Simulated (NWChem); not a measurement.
# KOH; SMILES [K][OH]

Program: NWChem. Pople sets run with spherical d functions. Structure relaxed at the B3LYP/6-31G* (spherical d) level. Vertical excitations in the gas phase; the lowest state need not have the same character in each row.

| level | lowest excitation, singlet (eV) | oscillator strength of that lowest state | orbital gap (eV) |
|---|---|---|---|
| PBE/6-31+G*, TDA | [?] | 0.006 | [?] |
| B3LYP/6-31+G*, TDA | 2.47 | 0.008 | 3.21 |
| LRC-wPBEh/6-31+G*, TDA | 3.15 | 0.016 | 6.31 |
| Hartree-Fock/6-31+G*, CIS | 5.15 | 0.030 | 8.44 |

Task: Fill in the missing entries.

Result: 
- PBE/6-31+G*, TDA, lowest excitation, singlet (eV): 1.74
- PBE/6-31+G*, TDA, orbital gap (eV): 1.75
